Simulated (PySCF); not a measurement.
# Radial density of I (iodine, neutral)

revPBE, [Kr] 4d10 5s1 5p5 6s1, high-spin 4P determinant (an excited configuration). All numbers are calculated (PySCF 2.14, a scalar-relativistic core potential, in aug-cc-pVQZ-PP with one added diffuse shell each of s, p, d, f, g type with ECP28MDF (8s8p6d4f3g, 117 functions)). This is the valence pseudo-density: the core potential removes the inner electrons and smooths the orbitals near the nucleus.

```
r (bohr)  4πr²ρ (e/bohr)  4πr²(ρα − ρβ)
 0.00207       1.349e-05         0.0000
 0.00348       3.660e-05         0.0000
 0.00586       9.340e-05         0.0000
 0.00986       0.0002157         0.0000
  0.0166       0.0004491         0.0001
  0.0279       0.0007857         0.0001
  0.0469        0.001250         0.0001
  0.0789        0.003165         0.0002
   0.133         0.02241         0.0003
   0.223          0.2840         0.0038
   0.375           4.591         0.0886
   0.632           25.54         0.2773
    1.06           14.76         0.1683
    1.79           4.463         1.3479
    3.01           1.492         0.4210
    5.06          0.2812         0.2221
    8.50         0.06593         0.0656
    14.3        0.001588         0.0016
```

Energies and moments cover only the electrons outside the core potential. The outer electron is Rydberg-like, and this basis confines it to a smaller radius and binds it less than a complete one would.
